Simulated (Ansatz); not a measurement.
A structure relaxed at PBE-D4/def2-TZVPD in Ansatz, charge -1, singlet:

Cartesian coordinates in Å:
```
Ta -0.7489 1.4219 -0.3393
O 0.0686 -0.1292 0.0310
O 0.6804 -1.2928 0.3083
```

Give its formula and point group.

the cluster TaO₂⁻. Point group C∞v (tolerance 0.1 Å).

Summarise the bond lengths by kind (pairs closer than 1.2 times the sum of covalent radii, bridged metal pairs left out).

1 × O–Ta 1.79 Å; 1 × O–O 1.34 Å. The metal has 1 neighbour: O 1.79 Å.

In the def2 sets Ta takes a core potential; there is no spin–orbit coupling. The structure holds one bond between oxygen atoms, so isomers without such links may lie far lower. The restricted singlet is unstable towards broken spin symmetry at other levels; at PBE-D4/def2-TZVPD this wasn't settled. The highest occupied level of the charge -1 singlet lies above zero (up to 1.90 eV). The electron is either unbound and held by the finite basis, or the level is raised by self-interaction error. An occupied level lies above an empty one. Another isomer (singlet) lies 7.97 eV lower at PBE0-D4/def2-TZVPD; other spin states weren't run for this one.
